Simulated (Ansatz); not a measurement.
Molecule: sum formula WO₄H₄ (charge 0, triplet). The spin state was set by rule; other spins were not relaxed. 
Geometry from a B3LYP-D3(BJ)/def2-TZVP (Ansatz, an electronic-structure program) optimisation:
```xyz
9

W      0.0140    -0.0896     0.0271
O      1.2942    -0.1308    -1.4058
H      1.3112     0.5482    -2.0938
O      0.2199     0.6638     1.7741
H     -0.1019     1.5704     1.8863
O     -0.5183     1.7222    -0.4848
H     -0.5613     1.9273    -1.4255
O     -0.9693    -1.6926     0.0697
H     -1.8996    -1.9183     0.0040
```
Charge 0, spin multiplicity 3.

Dipole moments at this geometry, in debye (magnitudes).

| level | program | dipole (D) |
|---|---|---|
| PBE/def2-TZVPD | Ansatz | 2.65 |
| BLYP/def2-TZVPD | Ansatz | 2.67 |
| revPBE/def2-TZVPD | Ansatz | 2.62 |
| r2SCAN/def2-TZVPD | Ansatz | 2.69 |
| B97M-V/def2-TZVPD | Ansatz | 2.66 |
| B3LYP/def2-TZVPD | Ansatz | 2.73 |
| PBE0/def2-TZVPD | Ansatz | 2.72 |
| BHLYP/def2-TZVPD | Ansatz | [?] |
| r2SCANh/def2-TZVPD | Ansatz | 2.71 |
| CAM-B3LYP/def2-TZVPD | Ansatz | 2.78 |
| LC-wPBE/def2-TZVPD | Ansatz | 2.77 |
| wB97X-V/def2-TZVPD | Ansatz | 2.73 |
| CCSD(T)/def2-SVPD | Ansatz | [?] |

Question: Fill in the missing entries.

Answer: 
- BHLYP/def2-TZVPD, dipole (D): 2.79
- CCSD(T)/def2-SVPD, dipole (D): 2.71
